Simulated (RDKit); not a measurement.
RDKit input (UFF):

```python
from rdkit import Chem
from rdkit.Chem import AllChem, rdDetermineBonds

mol = Chem.MolFromXYZFile('mol.xyz')
rdDetermineBonds.DetermineBonds(mol, charge=1)
print('SMILES', Chem.MolToSmiles(Chem.RemoveHs(mol)))
ff = AllChem.UFFGetMoleculeForceField(mol)
e0 = ff.CalcEnergy()
flag = ff.Minimize(maxIts=5000, forceTol=1e-5)
print(f'energy {e0:.4f} -> {ff.CalcEnergy():.4f} kcal/mol, converged: {flag == 0}')
print(Chem.MolToXYZBlock(mol))
```
mol.xyz:
```
5

S     -0.81280242    -0.12519103     0.56065771
S      0.89726807     0.12289137    -0.59284163
H     -1.70325745    -0.52859580    -0.37989177
H      1.63475489    -0.58119172     0.29133482
H     -1.28294775     1.14658208     0.60349966
```

From the last part of the output:

```
[18:09:09] UFFTYPER: Unrecognized charge state for atom: 0
SMILES S[SH2+]
energy 6.9898 -> 1.4296 kcal/mol, converged: True
5

S     -0.853549    0.009892    0.347967
S      0.999889    0.109942   -0.614654
H     -1.762819   -0.695482   -0.396026
H      1.623800   -0.641381    0.398552
H     -1.274307    1.251523    0.746920
```

The dipole moment of an ion depends on the origin.
